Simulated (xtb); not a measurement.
phosphoric acid (H$_{3}$O$_{4}$P), singlet, at a GFN2-xTB geometry. Base run: GFN2-xTB (xtb 6.7.1).

Input for xtb:
```
$ xtb mol.xyz --gfn 2 --json

# file mol.xyz
8

O      0.49639997     0.07749188     1.46274063
P      0.07763513    -0.00187854    -0.06678288
O      1.18776102    -0.02874031    -1.02172942
O     -0.88586825    -1.26330432    -0.10643158
O     -0.92691551     1.21766505    -0.22393643
H      1.27103163     0.62878945     1.55130795
H     -0.37287092    -2.04878771    -0.28441190
H     -1.03370548     1.42327804    -1.15029845
```

The base run was repeated with changes; each row names its change, and settings that it needs were set with it.

```tsv
change	ΔE vs base (mEh)	HOMO-LUMO gap (eV)	dipole (D)	G_solv (kcal/mol)	SCF cycles
base	0.000	11.02	0.45	-	11
etemp = 3000	0.000	11.02	0.45	-	11
alpb = acetonitrile	-24.297	11.34	0.44	-16.70	11
gbsa = methanol	-24.476	11.39	0.43	-17.45	11
etemp = 5000	0.000	11.02	0.45	-	11
acc = 1000	0.156	11.10	0.45	-	6
alpb = acetone	[?]	[?]	[?]	[?]	11
acc = 30	0.000	11.02	0.45	-	9
etemp = 10000	-0.507	11.03	0.43	-	11
```

**Question.** What belongs in the gaps?

**Answer.** 
- alpb = acetone, ΔE vs base (mEh): -25.943
- alpb = acetone, HOMO-LUMO gap (eV): 11.32
- alpb = acetone, dipole (D): 0.41
- alpb = acetone, G_solv (kcal/mol): -17.86

ALPB and GBSA are two models with their own fitted parameters for each solvent, which aren't always the measured dielectric constant.
